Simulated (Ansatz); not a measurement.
Input for Ansatz (development build ahead of 0.2.0):

```yaml
crystal:
  periodic: [false, false, false]
  atoms:
    - { symbol: Be, position_ang: [0.0, 0.0, -0.6865] }
    - { symbol: O, position_ang: [0.0, 0.0, 0.6865] }
basis:
  gaussian: { orbitals: def2-SVP }
total_charge: -1
magnetization:
  initial_magnetization: 1
hamiltonian:
  xc: hf
correlation:
  method: mp2
  frozen_orbitals: { Be: 0, O: 1 }
```

The input is written out in the form of the current development build from the run's settings. Correlation on restricted open-shell orbitals is semicanonical, with singles.

Results

```json
{
 "Converged": "yes",
 "Reference energy": "-89.39025 hartree",
 "Correlation energy": "-0.23319 hartree",
 "Total energy": "-89.62344 hartree",
 "Spin squared of the determinant": "0.750",
 "Stability test": "minimum among restricted orbitals",
 "Occupied orbitals by symmetry in an Abelian subgroup (alpha; beta)": "5 A1 1 B1 1 B2; 4 A1 1 B1 1 B2"
}
```

Messages of the program:
```
mean field -2432.43248491 eV, -89.3902450584 hartree, gradient 9.3e-7 eV, S^2 0.750000; 3 other ends of a descent, 0 dependent functions left out
```

Caution: no diffuse functions for an anion.
